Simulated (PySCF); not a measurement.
Isomers of C6H7F3O, from PBE0-D3(BJ)/def2-SVP geometry optimisation, gas phase in PySCF 2.14.0. One conformer each, no zero-point energy, no frequencies.

Question: Which isomer lies lowest at this level?
A. `[CH2:1]=[CH:2][O:3][C:4](=[CH2:5])[CH2:6][C:7]([F:8])([F:9])[F:10]` with C1–C2–O3–C4 151°, C2–O3–C4–C5 -23°, O3–C4–C6–C7 -85°: A = 2578, B = 760.2, C = 681.9 MHz, dipole 1.85 D
B. `[F:1][C:2]([F:3])([F:4])[C:5]1=[CH:6][O:7][CH2:8][CH2:9][CH2:10]1` with C5–C6–O7–C8 -10°, C6–O7–C8–C9 42°, O7–C8–C9–C10 -59°, C8–C9–C10–C5 44°: A = 2628, B = 903.2, C = 780.4 MHz, dipole 3.14 D
C. `[F:1][C:2]([F:3])([F:4])[O:5][CH:6]=[C:7]1[CH2:8][CH2:9][CH2:10]1` with C2–O5–C6–C7 -157°: A = 3559, B = 604.9, C = 575.3 MHz, dipole 2.40 D

Answer: B. That is `FC(F)(F)C1=COCCC1`, 22.4 kcal/mol below the next.

| SMILES | mapped SMILES | E (Eh) | relative (kcal/mol) | relative (kJ/mol) | dipole (D) |
| --- | --- | --- | --- | --- | --- |
| FC(F)(F)C1=COCCC1 | [F:1][C:2]([F:3])([F:4])[C:5]1=[CH:6][O:7][CH2:8][CH2:9][CH2:10]1 | -606.53011 | 0.0 | 0.0 | 3.14 |
| FC(F)(F)OC=C1CCC1 | [F:1][C:2]([F:3])([F:4])[O:5][CH:6]=[C:7]1[CH2:8][CH2:9][CH2:10]1 | -606.49445 | 22.4 | 93.6 | 2.40 |
| C=COC(=C)CC(F)(F)F | [CH2:1]=[CH:2][O:3][C:4](=[CH2:5])[CH2:6][C:7]([F:8])([F:9])[F:10] | -606.48726 | 26.9 | 112.5 | 1.85 |
